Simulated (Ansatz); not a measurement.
System: sum formula SiNHF3 (charge 0, doublet). It need not be the lowest isomer of its formula. 
Coordinates optimised at B3LYP-D3(BJ)/def2-TZVP (Ansatz, a quantum-chemistry and plane-wave program):
```xyz
6

Si     0.0157    -0.0001     0.0110
F     -0.2161    -1.0721    -1.1253
F     -0.6697    -0.5341     1.3224
F     -0.7062     1.3436    -0.3979
N      1.6976     0.2520     0.3070
H      2.2265     0.6008    -0.4951
```
Charge 0, spin multiplicity 2.

Parts of the frozen-core correlation energy in cc-pV(T+d)Z (Ansatz, hartree). Frozen orbitals: 9; correlated occupied orbitals by spin: 16 and 15; virtual: 148 and 149. Open shells are spin-unrestricted. No spin-orbit coupling. No relativistic terms.

| term | value |
|---|---|
| reference (HF) | -642.64023 |
| MP2 opposite-spin | -0.75964 |
| MP2 same-spin | -0.26785 |
| CCSD correlation | -1.04044 |
| (T) | -0.03114 |
| T1 diagnostic | 0.012 |
| largest doubles amplitude | 0.015 |
| <S^2> of the reference | 0.758 |
